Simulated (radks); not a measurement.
Pm51+, 10 electrons, occupied as 1s1.5 2s2 2p6 3p0.5 (fractional occupations, a model configuration).

All-electron calculation, non-relativistic Kohn-Sham, r2SCAN, spin-unpolarised, spherical densities, point nucleus; meta-GGA in the generalised Kohn-Sham scheme; relativity is left out, which matters for an element this heavy. Program: a radial shooting solver on a logarithmic mesh with Libxc functionals.

Energy parts (eV):
| part | energy |
|---|---|
| total | -167196.19 |
| kinetic | 167184.04 |
| electron-nucleus | -346810.31 |
| Hartree | 14880.89 |
| exchange-correlation | -2450.80 |

Orbitals (lengths in bohr, moments of r in powers of bohr; <r^-3> diverges for s and p1/2; r(max) is where P^2 peaks):
1s: occ. 1.5; eigenvalue (eV) -46757.36; r(max) 0.01646; <r^2> 0.0008220
2s: occ. 2; eigenvalue (eV) -10330.47; r(max) 0.08919; <r^2> 0.01253
2p: occ. 6; eigenvalue (eV) -10057.14; r(max) 0.06927; <r^-3> 8125; <r^2> 0.009267
3p: occ. 0.5; eigenvalue (eV) -4225.659; r(max) 0.2177; <r^-3> 2160; <r^2> 0.06051

The highest occupied level is 3p at -4225.7 eV. The electron density at the nucleus is 1.231e+05 e/bohr^3. Virial ratio -V/T = 2.00007.
